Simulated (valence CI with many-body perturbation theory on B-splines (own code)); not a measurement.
**Pm⁴⁸⁺ in brief**

Level of theory: relativistic CI+MBPT: three valence electrons over a frozen Dirac-Fock core [Ne], radial functions for each j: 11 s, 11 p, 9 d, 7 f, 5 g, 2 h, 1 i, with the one-electron correlation potential Σ1 (screened to all orders), the two-electron term Σ2, the three-electron term Σ3, Breit, model QED; selected single and double excitations, second order for the rest (own B-spline code, finite nucleus).

No measured spectrum was set against this ion. As an estimate, large intervals hold to a few tenths of a per cent, small ones and those within an open d or f shell to about a per cent.

Levels are named by their leading jj configuration (3d3/2^4 stands for four electrons in 3d with j = 3/2), which in mixed levels can hold well under half, so a name can repeat and another be missing.

Rates and lifetimes use the calculated energies. Strong lines usually hold to 10 to 20 %, long lifetimes can be off by a factor of two.

What is the ground level?

(3s^2 3p1/2) J=1/2, composition 99 % 3s²3p ²P°, g = 0.654.

What is the ionisation energy?

4166.6 eV; NIST lists 4166 ± 4 eV (theoretical).

Name the longest-lived excited levels whose lifetime is computed, and their main decay.

(3s 3p3/2 3d5/2) J=9/2 at 4758.8 × 10³ cm⁻¹ lives 77.6 ns, mostly by M1 to (3s 3p1/2 3d5/2) J=7/2; (3s^2 3p3/2) J=3/2 at 1178.0 × 10³ cm⁻¹ lives 62.9 ns, mostly by M1 to (3s^2 3p1/2) J=1/2.

Where does the other parity begin?

At (3s 3p1/2^2) J=1/2, 991.96 × 10³ cm⁻¹.

What are the static dipole polarisabilities of the lowest levels?

(3s^2 3p1/2) J=1/2 0.00718 bohr³, of which the core gives 0.000108.

Among levels below 6549.9 × 10³ cm⁻¹, which E1 lines absorb most strongly from the ground level?

to (3s^2 3d3/2) J=3/2 at 3.782 nm, f = 0.377; to (3s 3p1/2 3p3/2) J=1/2 at 4.328 nm, f = 0.185; to (3s 3p1/2 3p3/2) J=3/2 at 4.456 nm, f = 0.115.

How well does LS coupling describe the low levels?

Among the lowest 20 levels the leading LS term, summed over configurations, holds 66 % on average. For single configurations the figures are 64 % in LS and 93 % in jj coupling. Terms mix most in the J = 5/2 level at 3705.9 × 10³ cm⁻¹, where the leading one holds 38 %.
